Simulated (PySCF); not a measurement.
Ionisation energy of In by level of theory

In [Kr] 4d10 5s2 5p1 [5p1/2^1, M_J = 1/2] → In⁺ [Kr] 4d10 5s2, as a difference of total energies. Computed with PySCF 2.14 in x2c-SVPall-2c (6s8p4d, 50 functions), with the two-component X2C-1e Hamiltonian. Correlated levels: [Ar] 3d10 frozen; the 6 highest virtual spinors dropped. "Screened" scales the spin-orbit matrix elements by Boettger's factors to mimic the two-electron term; Breit and QED terms are absent.

| method | ionisation energy (eV) | error (eV) |
| --- | --- | --- |
| GHF (spin-free) | 5.182 | -0.604 |
| GMP2 (spin-free) | 5.348 | -0.438 |
| GHF (screened spin-orbit) | 5.375 | -0.411 |
| GMP2 (screened spin-orbit) | 5.540 | -0.246 |

Reference: 5.786 eV (measured; NIST Atomic Spectra Database, ionization energies).

The spin-free rows lack the spin-orbit shift.

Errors of the correlated levels include the incompleteness of this basis and the frozen core.
